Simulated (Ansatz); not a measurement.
The cluster Hf₂N₂⁺. Charge 1, multiplicity 2. Geometry r2SCAN-D4/def2-TZVP, that of the neutral singlet; atoms count from 1.

```xyz
4

Hf    0.6694   -0.9163    0.8053
Hf   -0.6689    0.9156   -0.8065
N    -1.0724   -0.7745    0.0103
N     1.0719    0.7752   -0.0090
```

In the def2 sets Hf takes a core potential; there is no spin–orbit coupling. The structure comes from a short search, and lower isomers may exist.

Problem. Estimate the Mulliken populations from the PBE0/def2-TZVP orbitals of Ansatz.

Solution. 
```
atom  charge (e)  spin (α − β)  d electrons
 Hf1        1.08          0.57         2.10
 Hf2        1.08          0.57         2.10
  N3       -0.58         -0.07            –
  N4       -0.58         -0.07            –
```
Mulliken values and Mayer orders depend strongly on the basis.

Problem. Where does the spin sit?

Solution. Summed by element: Hf 1.14, N -0.14, of 1 unpaired in all. Largest on single atoms: Hf2 0.57, Hf1 0.57, N4 -0.07.

Problem. And the Mayer bond orders between bonded heavy atoms (over 0.3)?

Solution. Hf1–Hf2 1.08 (2.78 Å); Hf1–N3 1.54 (1.92 Å); Hf1–N4 1.54 (1.92 Å); Hf2–N3 1.54 (1.92 Å); Hf2–N4 1.54 (1.92 Å).
